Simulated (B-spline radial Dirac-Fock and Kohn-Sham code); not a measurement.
Ce³⁺: input and output of one calculation

ΔSCF core binding energies without Breit or QED terms, calculated with an atomic code on a B-spline grid. Keys: rel is the Hamiltonian (dirac, or spin-free x2c and nr, where L3 and M5 stand for the whole 2p and 3d shells), method is hf or an exchange,correlation pair (spin-unpolarised, also for the hole states), nuc the nuclear model, radius_factor scales its radius, rmax is the box in bohr, h the logarithmic mesh step, order the B-spline order, points the quadrature points per cell, c_factor scales the speed of light, and damp, ndamp, maxit and tol steer the iteration. The run stops when the commutator error falls below 10·tol·max(1, Z/10), or the numerical noise floor, and the energy has settled to about 1e-8 Ha; the virial ratio is −V/T.

Input (task.json):

```json
{"items": [{"Z": 58, "q": 3, "cfg": [[1, 0, 2], [2, 0, 2], [2, 1, 6], [3, 0, 2], [3, 1, 6], [3, 2, 10], [4, 0, 2], [4, 1, 6], [4, 2, 10], [4, 3, 1], [5, 0, 2], [5, 1, 6]], "A": 140, "rrms": 4.8771, "do": "settings", "holes": ["K", "L3", "M5"],
  "settings": [{"rel": "dirac", "method": "hf", "nuc": "fermi", "radius_factor": 1.0, "rmax": 45.0, "h": 0.3, "order": 8, "points": 10, "c_factor": 1.0, "maxit": 99, "damp": 0.97, "ndamp": 100, "tol": 1e-08}]}]}
```

Command: `python xray2_run.py task.json out`

Ground-state iterations:

```
iter   energy (Ha)        error
   1    -8849.13188318  1.98e+00
   2    -8856.92602995  4.25e-01
   3    -8857.17255006  4.08e-01
   4    -8857.39840106  3.91e-01
   5    -8857.60532088  3.74e-01
   6    -8857.79489877  3.58e-01
   7    -8857.96858845  3.43e-01
   8    -8858.12772012  3.29e-01
   9    -8858.27351125  3.14e-01
  10    -8858.40707645  3.01e-01
  11    -8858.52943646  2.88e-01
  12    -8858.64152623  2.75e-01
  13    -8858.74420235  2.63e-01
  14    -8858.83824977  2.52e-01
  15    -8858.92438789  2.41e-01
  23    -8859.39745507  1.67e-01
  31    -8859.63031678  1.15e-01
  39    -8859.74423133  7.82e-02
  47    -8859.79966052  5.29e-02
  55    -8859.82653875  3.89e-02
  63    -8859.83956044  2.87e-02
  71    -8859.84588165  2.13e-02
  79    -8859.84896593  1.59e-02
  87    -8859.85048347  1.19e-02
  95    -8859.85123890  8.97e-03
  99    -8859.85146158  7.80e-03
```

The ground state had not converged after 99 iterations, with total energy -8859.85146 Ha, virial ratio 1.93208 and highest orbital energy -37.16 eV. ΔSCF binding energies: K (1s) 40632.2 eV, L3 (2p3/2) 5770.8 eV, M5 (3d5/2) 920.1 eV (not all states converged, so these are not final).

Task: One setting is unsound. Which, and why?

Result: damp is so close to 1 that the orbitals hardly move in each step. With the default settings (Dirac Hartree-Fock): The ground state converged in 10 iterations, with total energy -8859.85205 Ha, virial ratio 1.93217 and highest orbital energy -37.53 eV. ΔSCF binding energies: K (1s) 40632.2 eV, L3 (2p3/2) 5770.7 eV, M5 (3d5/2) 920.0 eV.
